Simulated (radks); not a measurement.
Radial electron density D(r) = 4 pi r^2 rho(r) of an atom or ion with 13 electrons. All-electron calculation, non-relativistic Kohn-Sham, r2SCAN, spin-polarised, spherical densities, point nucleus; meta-GGA in the generalised Kohn-Sham scheme. Program: a radial shooting solver on a logarithmic mesh with Libxc functionals.

r (bohr)  D(r) (e/bohr)   spin D(r)
0.00709           1.119  -0.0000300
0.009086          1.731  -0.0000437
0.01174           2.668  -0.0000599
0.01504           3.969  -0.0000699
0.01927           5.743  -0.0000516
0.0249            8.103   0.0000602
0.0319            10.80    0.000405
0.04088           13.60     0.00130
0.05281           15.98     0.00351
0.06768           17.07     0.00813
0.08672           16.43      0.0172
0.112             14.17      0.0340
0.1436            11.71      0.0595
0.184             10.79      0.0924
0.2376            12.36       0.123
0.3045            15.00       0.130
0.3902            15.92      0.0962
0.5041            13.25      0.0298
0.646             8.316    -0.00634
0.8278            4.040      0.0639
1.069             2.178       0.278
1.37              2.060       0.514
1.756             1.907       0.596
2.268             1.159       0.433
2.907            0.4277       0.191
3.725           0.08692      0.0467
4.811          0.008111     0.00530
6.166         0.0003575    0.000278

What is the nuclear charge?

Answer. Z = 15. The innermost maximum, from 1s, lies near 1/Z = 0.0667 bohr (found: 0.0704), and its height grows with Z. The density is that of the phosphorus ion P2+ in [Ne] 3s2 3p1; the configuration itself is not fixed sharply by these data, and Z only to about a unit. D(r) has 3 maxima, at r = 0.0704, 0.372, 1.46 bohr, and minima at 0.178, 1.23 bohr, inside which lie 2.18, 10.43 electrons.
